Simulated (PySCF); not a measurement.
HO2 (SMILES [O]O), doublet, at a GFN2-xTB geometry; PySCF with CAMB3LYP/6-31G.

PySCF was given this input:
```python
from pyscf import gto, scf, dft

mol = gto.Mole()
mol.atom = '''
    O     0.06734955    0.70545160   -0.04079075
    O     0.02832837   -0.59600105   -0.02035813
    H    -0.76542330   -0.87560443    0.48919096
'''
mol.basis = '6-31g'
mol.spin = 1
mol.verbose = 4
mol.build()

mf = dft.UKS(mol)
mf.xc = 'camb3lyp'
mf.kernel()
```

The log (banner, timings and long lists left out):

```
PySCF version 2.14.0

[INPUT] verbose = 4
[INPUT] num. atoms = 3
[INPUT] num. electrons = 17
[INPUT] charge = 0
[INPUT] spin (= nelec alpha-beta = 2S) = 1
[INPUT] symmetry False subgroup None
[INPUT] Mole.unit = angstrom
[INPUT] Symbol           X                Y                Z      unit          X                Y                Z       unit  Magmom
[INPUT]  1 O      0.067349550000   0.705451600000  -0.040790750000 AA    0.127272204113   1.333110318136  -0.077083345916 Bohr   0.0
[INPUT]  2 O      0.028328370000  -0.596001050000  -0.020358130000 AA    0.053532860855  -1.126278754453  -0.038471290108 Bohr   0.0
[INPUT]  3 H     -0.765423300000  -0.875604430000   0.489190960000 AA   -1.446440406361  -1.654652566156   0.924436937013 Bohr   0.0

nuclear repulsion = 32.5822320066434
number of shells = 12
number of NR pGTOs = 48
number of NR cGTOs = 20
basis = 6-31g
ecp = {}

******** <class 'pyscf.dft.uks.UKS'> ********
method = UKS
initial guess = minao
damping factor = 0
level_shift factor = 0
DIIS = <class 'pyscf.scf.diis.CDIIS'>
diis_start_cycle = 1
diis_space = 8
diis_damp = 0
SCF conv_tol = 1e-09
SCF conv_tol_grad = None
SCF max_cycles = 50
direct_scf = True
direct_scf_tol = 1e-13
number electrons alpha = 9  beta = 8
XC library pyscf.dft.libxc version 7.1.2
    S. Lehtola, C. Steigemann, M. J. T. Oliveira, and M. A. L. Marques,  SoftwareX 7, 1–5 (2018)
XC functionals = camb3lyp
    T. Yanai, D. P. Tew, and N. C. Handy,  Chem. Phys. Lett. 393, 51 (2004)
radial grids:
    Treutler-Ahlrichs [JCP 102, 346 (1995); DOI:10.1063/1.469408] (M4) radial grids

becke partition: Becke, JCP 88, 2547 (1988); DOI:10.1063/1.454033
pruning grids: <function nwchem_prune>
grids dens level: 3
symmetrized grids: False
atomic radii adjust function: <function treutler_atomic_radii_adjust>
small_rho_cutoff = 0
Set gradient conv threshold to 3.16228e-05
tot grids = 37976
init E= -150.917660497265

cycle= 1 E= -150.758335994733  delta_E= 0.159  |g|= 0.259  |ddm|= 1.29
cycle= 2 E= -150.759171060574  delta_E= -0.000835  |g|= 0.329  |ddm|= 0.512
cycle= 3 E= -150.797890013531  delta_E= -0.0387  |g|= 0.0551  |ddm|= 0.23
cycle= 4 E= -150.799122485906  delta_E= -0.00123  |g|= 0.0268  |ddm|= 0.0495
cycle= 5 E= -150.799482884002  delta_E= -0.00036  |g|= 0.00682  |ddm|= 0.022
cycle= 6 E= -150.799566833084  delta_E= -8.39e-05  |g|= 0.00223  |ddm|= 0.016
cycle= 7 E= -150.799575936174  delta_E= -9.1e-06  |g|= 0.000273  |ddm|= 0.00666
cycle= 8 E= -150.799576072794  delta_E= -1.37e-07  |g|= 7.3e-05  |ddm|= 0.000749
cycle= 9 E= -150.799576084462  delta_E= -1.17e-08  |g|= 2.39e-05  |ddm|= 0.000254
cycle= 10 E= -150.799576085787  delta_E= -1.33e-09  |g|= 3.95e-06  |ddm|= 0.000105
cycle= 11 E= -150.799576085831  delta_E= -4.38e-11  |g|= 1.27e-06  |ddm|= 2.01e-05
Extra cycle  E= -150.799576085835  delta_E= -3.5e-12  |g|= 1.04e-06  |ddm|= 4.01e-06
converged SCF energy = -150.799576085835  <S^2> = 0.75232429  2S+1 = 2.0023229
```
